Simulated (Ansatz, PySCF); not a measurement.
Gas-phase reaction in SMILES: C=CC[Si](F)(F)CC=C [difluoro-bis(prop-2-enyl)silane] + 10 [H][H] (H2) → 6 C (CH4) + 2 F (HF) + [SiH4] (SiH4)
Structures are relaxed separately at B3LYP-D3(BJ)/def2-TZVP in Ansatz (a first-principles code), one conformer each, not searched for the lowest. Frequencies are from Ansatz or PySCF.
Geometry of the first species:
```xyz
19

C      3.1126    -0.2929    -1.3826
C      2.6192     0.2464    -0.2738
C      1.7619    -0.4651     0.7268
Si    -0.0242     0.0576     0.6100
F     -0.1087     1.6385     0.8487
F     -0.8335    -0.6222     1.8092
C     -0.8453    -0.3563    -1.0082
C     -2.2223     0.2210    -1.1281
C     -3.3510    -0.4742    -1.0655
H      2.9481    -1.3357    -1.6304
H      3.7039     0.2879    -2.0780
H      2.8104     1.2959    -0.0697
H      1.8088    -1.5483     0.5817
H      2.0985    -0.2596     1.7481
H     -0.1927     0.0196    -1.8030
H     -0.8702    -1.4461    -1.1021
H     -2.2727     1.2993    -1.2450
H     -4.3158     0.0106    -1.1343
H     -3.3505    -1.5510    -0.9399
```
Charge 0, spin multiplicity 1.

Quantity: energy of full hydrogenation (enthalpy at 298 K, with B3LYP-D3(BJ) rigid-rotor harmonic-oscillator terms), in eV. Valence correlation only, unless marked. No spin-orbit coupling. No relativistic terms. CBS(X,Y): correlation extrapolated as X^-3; Hartree-Fock from the larger set. [CCSD(T)-MP2]/basis is that difference in the basis named.

| level | program | energy of full hydrogenation (eV) |
|---|---|---|
| PBE/def2-TZVPD | Ansatz | -2.74 |

Task: Estimate the value at RI-MP2/CBS(cc-pV(T+d)Z,cc-pV(Q+d)Z)+[CCSD(T)-MP2]/cc-pV(T+d)Z as computed with Ansatz.

Result: -2.38 eV
